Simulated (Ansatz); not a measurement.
**Abstraction of F: GeH2(CH3)F + GeHF2 → GeH2(CH3) + GeHF3**

Gas-phase species: GeH2(CH3)F, singlet; GeHF2 `[F][GeH][F]`, doublet; GeH2(CH3), doublet; GeHF3 `[F][GeH]([F])[F]`, singlet. A radical takes F: the energy is the difference in strength between two Ge–F bonds in different surroundings.

Shapes, held fixed at every level: PBE0-D4/def2-TZVP. Programs: Ansatz 0.2.0. The zero-point and thermal change to 298 K, harmonic and unscaled (PBE0-D4/def2-TZVP), is -0.2 kJ/mol.

Estimate ΔH(298 K) of this reaction.

The highest level, CCSD(T)/def2-TZVPP, gives ΔH(298 K) = -12.5 kJ/mol; the levels span -17.2 to +6.3. They disagree on the sign: 2 of 7 are positive. The column of differences is taken from that level and isn't an error. No measured value is set beside it here. Open shells run unrestricted. Relativity is left out for Ge. Outer-core shells of Ge are correlated, in sets that cover them unevenly.

```csv
level,kind,ΔH(298 K) (kJ/mol),less CCSD(T)/def2-TZVPP
MP2/def2-TZVPP,perturbation theory,-12.7,-0.2
HF/def2-SVP,Hartree–Fock,-10.1,+2.4
B3LYP-D4/def2-TZVPP,global hybrid,+6.3,+18.8
r2SCAN0-D4/def2-TZVPP,global hybrid,-6.3,+6.2
wB97X-V/def2-TZVPP,range-separated hybrid,+0.5,+13.0
CCSD(T)/def2-SVP,coupled cluster or CI,-17.2,-4.7
CCSD(T)/def2-TZVPP,coupled cluster or CI,-12.5,0.0
```
